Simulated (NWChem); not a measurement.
Everything below was run with NWChem. System: BiF₃, charge 0, spin multiplicity 1, at a geometry optimised with B3LYP/def2-SVP with def2 effective core potentials on Bi. The structure started from a generated list of species. Level: constrained B3LYP/def2-SVP with def2 effective core potentials on Bi, VWN1-RPA local correlation.

Job file:

```
start mol
memory heap 200 mb stack 900 mb global 1100 mb
geometry units angstroms nocenter noautoz noautosym
  Bi     0.002267     0.255006     0.000000
  F     -0.877374    -0.776163     1.507662
  F     -0.877374    -0.776163    -1.507662
  F      1.733837    -0.799400     0.000000
end
basis spherical
  * library def2-svp
end
ecp
  Bi library def2-ecp
end
dft
  xc b3lyp
  semidirect memsize 60000000 filesize 0
  iterations 100
  convergence nolevelshifting
  cdft 3 3 charge 0.0 pop lowdin
end
task dft energy
```

Output (cleaned and shortened):

```
             Northwest Computational Chemistry Package (NWChem) 7.3.0
             --------------------------------------------------------

                                NWChem Input Module
                                -------------------

 Scaling coordinates for geometry "geometry" by  1.889725989
 (inverse scale =  0.529177249)

                             Geometry "geometry" -> ""
                             -------------------------

 Output coordinates in angstroms (scale by  1.889725989 to convert to a.u.)

  No.       Tag          Charge          X              Y              Z
 ---- ---------------- ---------- -------------- -------------- --------------
    1 Bi                  83.0000     0.00226700     0.25500600     0.00000000
    2 F                    9.0000    -0.87737400    -0.77616300     1.50766200
    3 F                    9.0000    -0.87737400    -0.77616300    -1.50766200
    4 F                    9.0000     1.73383700    -0.79940000     0.00000000

 Effective nuclear repulsion energy (a.u.)     627.5919813149

            Nuclear Dipole moment (a.u.)
            ----------------------------
        X                 Y               Z
 ---------------- ---------------- ----------------
    -0.0000718096    -0.0000680301     0.0000000000


 Summary of "ao basis" -> "" (spherical)
 ------------------------------------------------------------------------------
       Tag                 Description            Shells   Functions and Types
 ---------------- ------------------------------  ------  ---------------------
 *                          def2-svp                  on all atoms

                                 NWChem DFT Module
                                 -----------------

 Summary of "ao basis" -> "ao basis" (spherical)
 ------------------------------------------------------------------------------
       Tag                 Description            Shells   Functions and Types
 ---------------- ------------------------------  ------  ---------------------
 Bi                         def2-svp                10       26   4s4p2d
[...]
     5     -0.207812  1 Bi px                29      0.184995  2 F  s
    57     -0.185116  4 F  s                 44      0.182595  3 F  px
    59      0.155103  4 F  py                31     -0.154165  2 F  py

 Vector   27  Occ=0.000000D+00  E=-4.311867D-02
              MO Center= -9.4D-03,  3.3D-01, -2.2D-02, r^2= 3.6D+00
   Bfn.  Coefficient  Atom+Function         Bfn.  Coefficient  Atom+Function
  ----- ------------  ---------------      ----- ------------  ---------------
    16      0.606695  1 Bi pz                13      0.383344  1 Bi pz
    14      0.348834  1 Bi px                45     -0.232290  3 F  py
    11      0.220216  1 Bi px                 7     -0.196630  1 Bi pz
    43      0.191759  3 F  s                 48      0.184684  3 F  py
     3      0.168924  1 Bi s                 30      0.158179  2 F  px

 Vector   28  Occ=0.000000D+00  E=-2.003238D-02
              MO Center= -5.5D-02,  6.5D-02, -9.6D-02, r^2= 3.6D+00
   Bfn.  Coefficient  Atom+Function         Bfn.  Coefficient  Atom+Function
  ----- ------------  ---------------      ----- ------------  ---------------
    15     -0.686292  1 Bi py                 3      0.640214  1 Bi s
    12     -0.397051  1 Bi py                 1     -0.290917  1 Bi s
    46      0.261582  3 F  pz                49     -0.218657  3 F  pz
    43     -0.205357  3 F  s                 58     -0.205414  4 F  px
     6      0.204207  1 Bi py                32     -0.187985  2 F  pz

     ---------------------------------------------
      Total Density - Mulliken Population Analysis
     ---------------------------------------------

    Atom       Charge   Shell Charges
 -----------   ------   -------------------------------------------------------
    1 Bi  23    22.10   2.93 -0.86  1.39  0.48  4.72  1.28  1.25  0.59  9.74  0.58
    2 F    9     9.46   1.99  1.12  0.85  3.31  2.19  0.00
    3 F    9     8.97   1.99  1.16  0.73  3.23  1.85  0.00
    4 F    9     9.46   1.99  1.12  0.85  3.31  2.19  0.00

     -------------------------------------------
      Total Density - Lowdin Population Analysis
     -------------------------------------------

    Atom       Charge   Shell Charges
 -----------   ------   -------------------------------------------------------
    1 Bi  23    22.23   1.48  0.48  1.10  0.78  4.07  1.66  1.36  0.82  9.36  1.11
    2 F    9     9.39   1.98  1.04  0.84  3.21  2.31  0.00
    3 F    9     9.00   1.98  1.05  0.80  3.09  2.07  0.00
    4 F    9     9.39   1.98  1.04  0.84  3.21  2.31  0.00

 center of mass
 --------------
 x =   0.00054340 y =   0.06118886 z =   0.00000000

 moments of inertia (a.u.)
 ------------------
         481.059045044292           1.209678116244           0.000000000000
           1.209678116244         616.835877870356           0.000000000000
           0.000000000000           0.000000000000         481.040521854217

     Multipole analysis of the density
     ---------------------------------

     L   x y z        total         alpha         beta         nuclear
     -   - - -        -----         -----         ----         -------
     0   0 0 0      0.000000    -25.000000    -25.000000     50.000000

     1   1 0 0     -0.465189     -0.104038     -0.104038     -0.257112
     1   0 1 0      1.436867     15.175211     15.175211    -28.913556
     1   0 0 1     -0.827822     -0.413911     -0.413911      0.000000

     2   2 0 0    -34.864238    -90.481752    -90.481752    146.099266
     2   1 1 0      0.996428      0.861093      0.861093     -0.725759
     2   1 0 1      1.767564      0.883782      0.883782      0.000000
     2   0 2 0    -31.501904    -48.052533    -48.052533     64.603163
     2   0 1 1      1.658090      0.829045      0.829045      0.000000
     2   0 0 2    -32.857885    -89.483642    -89.483642    146.109399

 Task  times  cpu:        2.1s     wall:        2.1s

 Total times  cpu:        2.1s     wall:        2.1s
```
